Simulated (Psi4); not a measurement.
H$_{3}$Cl$_{2}$GaN, charge +1, singlet, at a GFN2-xTB geometry (such geometries of metal compounds can be far from the true shape); B3LYP/def2-SVP in Psi4.

Input for Psi4:
```
memory 2 GB

molecule {
1 1
Ga    0.00064622    0.02878830    0.00937560
Cl    1.41128155    0.96939965   -1.16019226
Cl   -1.44280685    0.27352527    1.45798678
N     0.04941118   -2.09223287   -0.50665912
H    -0.47621186   -2.27939540   -1.36850992
H    -0.36177471   -2.67601614    0.22996377
H     1.00800585   -2.42111962   -0.66799016
}

set {
  basis def2-svp
  scf_type pk
  puream true
  d_convergence 1e-8
  dft_radial_points 99
  dft_spherical_points 590
}

energy('b3lyp')
print_variables()
```

Task: Predict the main parts of the log of this Psi4 run.

Result: 
```
   => Loading Basis Set <=

    Name: DEF2-SVP
    Role: ORBITAL
    Keyword: BASIS

         ---------------------------------------------------------
                                   SCF
               by Justin Turney, Rob Parrish, Andy Simmonett
                          and Daniel G. A. Smith
                              RKS Reference
         ---------------------------------------------------------

  ==> Geometry <==

    Molecular point group: c1
    Full point group: C1

    Geometry (in Angstrom), charge = 1, multiplicity = 1:

       Center              X                  Y                   Z               Mass
    ------------   -----------------  -----------------  -----------------  -----------------
         GA           0.001894565664    -0.027122750493    -0.004379586384    68.925573500000
         CL           1.412529895664     0.913488599507    -1.173947446384    34.968852682000
         CL          -1.441558504336     0.217614219507     1.444231593616    34.968852682000
         N            0.050659525664    -2.148143920493    -0.520414306384    14.003074004430
         H           -0.474963514336    -2.335306450493    -1.382265106384     1.007825032230
         H           -0.360526364336    -2.731927190493     0.216208583616     1.007825032230
         H            1.009254195664    -2.477030670493    -0.681745346384     1.007825032230

  Running in c1 symmetry.

  Rotational constants: A =      0.14813  B =      0.06164  C =      0.04384 [cm^-1]
  Rotational constants: A =   4440.86312  B =   1847.84462  C =   1314.15183 [MHz]
  Nuclear repulsion =  443.098240956453822

  Charge       = 1
  Multiplicity = 1
  Electrons    = 74
  Nalpha       = 37
  Nbeta        = 37

  ==> Algorithm <==

  SCF Algorithm Type is PK.
  DIIS enabled.
  MOM disabled.
  Fractional occupation disabled.
  Guess Type is SAD.
  Energy threshold   = 1.00e-06
  Density threshold  = 1.00e-08
  Integral threshold = 1.00e-12

  ==> Primary Basis <==

  Basis Set: DEF2-SVP
    Blend: DEF2-SVP
    Number of shells: 43
    Number of basis functions: 97
    Number of Cartesian functions: 103
    Spherical Harmonics?: true
    Max angular momentum: 2

  ==> DFT Potential <==

   => LibXC <=

    Version 7.1.2
    S. Lehtola, C. Steigemann, M. J. T. Oliveira, and M. A. L. Marques,  SoftwareX 7, 1–5 (2018) (10.1016/j.softx.2017.11.002)

   => Composite Functional: B3LYP <=

    B3LYP Hyb-GGA Exchange-Correlation Functional

    P. J. Stephens, F. J. Devlin, C. F. Chabalowski, and M. J. Frisch,  J. Phys. Chem. 98, 11623 (1994) (10.1021/j100096a001)

    Deriv               =              1
    GGA                 =           TRUE
    Meta                =          FALSE

    Exchange Hybrid     =           TRUE
    MP2 Hybrid          =          FALSE

   => Exchange Functionals <=

    0.0800   Slater exchange
    0.7200         Becke 88

   => Exact (HF) Exchange <=

    0.2000               HF

   => Correlation Functionals <=

    0.1900   Vosko, Wilk & Nusair (VWN5_RPA)
    0.8100   Lee, Yang & Parr

   => LibXC Density Thresholds  <==

    XC_HYB_GGA_XC_B3LYP:  1.00E-15

   => Molecular Quadrature <=

    Radial Scheme          =       TREUTLER
    Pruning Scheme         =           NONE
    Nuclear Scheme         =       TREUTLER

    Blocking Scheme        =         OCTREE
    BS radius alpha        =              1
    Pruning alpha          =              1
    Radial Points          =             99
    Spherical Points       =            590
    Total Points           =         385522
    Total Blocks           =           2782
    Max Points             =            256
    Max Functions          =             90
    Weights Tolerance      =       1.00E-15

  ==> Integral Setup <==

  Using in-core PK algorithm.
   Calculation information:
      Number of atoms:                   7
      Number of AO shells:              43
      Number of primitives:             93
      Number of atomic orbitals:       103
[...]
  Using 22595762 doubles for integral storage.
  We computed 354721 shell quartets total.
  Whereas there are 447931 unique shell quartets.

  ==> DiskJK: Disk-Based J/K Matrices <==

    J tasked:                  Yes
    K tasked:                  Yes
    wK tasked:                  No
    Schwarz Cutoff:          1E-12

  Minimum eigenvalue in the overlap matrix is 2.1299799829E-02.
  Reciprocal condition number of the overlap matrix is 4.1717194993E-03.
    Using symmetric orthogonalization.

  ==> Pre-Iterations <==

  SCF Guess: Superposition of Atomic Densities via on-the-fly atomic UHF (no occupation information).

   -------------------------
    Irrep   Nso     Nmo
   -------------------------
     A         97      97
   -------------------------
    Total      97      97
   -------------------------

  ==> Iterations <==

                        Total Energy        Delta E     RMS |[F,P]|

   @RKS iter SAD: -2897.98467388835434   -2.89798e+03   0.00000e+00
   @RKS iter   1: -2899.27687555231023   -1.29220e+00   2.68736e-02 DIIS/ADIIS
   @RKS iter   2: -2855.60812125240500    4.36688e+01   9.93403e-02 DIIS/ADIIS
   @RKS iter   3: -2899.08295252649168   -4.34748e+01   3.35766e-02 DIIS/ADIIS
   @RKS iter   4: -2901.14391406138066   -2.06096e+00   3.58821e-03 DIIS/ADIIS
   @RKS iter   5: -2901.16037420035764   -1.64601e-02   2.02464e-03 DIIS/ADIIS
   @RKS iter   6: -2901.17791172224679   -1.75375e-02   1.72766e-04 DIIS/ADIIS
   @RKS iter   7: -2901.17802544782398   -1.13726e-04   6.86906e-05 DIIS
   @RKS iter   8: -2901.17805016364446   -2.47158e-05   1.58629e-05 DIIS
   @RKS iter   9: -2901.17805140171686   -1.23807e-06   2.60278e-06 DIIS
   @RKS iter  10: -2901.17805143400210   -3.22852e-08   4.15563e-07 DIIS
   @RKS iter  11: -2901.17805143444730   -4.45198e-10   8.96988e-08 DIIS
   @RKS iter  12: -2901.17805143446549   -1.81899e-11   1.90297e-08 DIIS
   @RKS iter  13: -2901.17805143445958    5.91172e-12   3.14212e-09 DIIS
  Energy and wave function converged.

  ==> Post-Iterations <==

   Electrons on quadrature grid:
      Ntotal   =   74.0000017741 ; deviation = 1.774e-06

    Orbital Energies [Eh]
    ---------------------

    Doubly Occupied:

[...]
      37A     -0.513649

    Virtual:

[...]
    Final Occupation by Irrep:
              A
    DOCC [    37 ]
    NA   [    37 ]
    NB   [    37 ]

  @RKS Final Energy: -2901.17805143445958

   => Energetics <=

    Nuclear Repulsion Energy =            443.0982409564538216
    One-Electron Energy =               -4897.9440729308435039
    Two-Electron Energy =                1665.9204097834008280
    DFT Exchange-Correlation Energy =    -112.2526292434713895
    Empirical Dispersion Energy =           0.0000000000000000
    VV10 Nonlocal Energy =                  0.0000000000000000
    Total Energy =                      -2901.1780514344600306

Computation Completed

Properties will be evaluated at   0.000000,   0.000000,   0.000000 [a0]

Properties computed using the SCF density matrix

 Multipole Moments:

 ------------------------------------------------------------------------------------
     Multipole            Electronic (a.u.)      Nuclear  (a.u.)        Total (a.u.)
 ------------------------------------------------------------------------------------

 L = 1.  Multiply by 2.5417464519 to convert [e a0] to [Debye]
 Dipole X            :         -0.1189952            0.1769278            0.0579326
 Dipole Y            :          5.4222988           -7.9242435           -2.5019447
 Dipole Z            :          1.3359407           -1.9495146           -0.6135739
 Magnitude           :                                                    2.5767337

 ------------------------------------------------------------------------------------

  Variable Map:
  ----------------------------------------------------------------------------
[...]
  Array Variable Map:
  ----------------------------------------------------------------------------
[...]
[...]
```
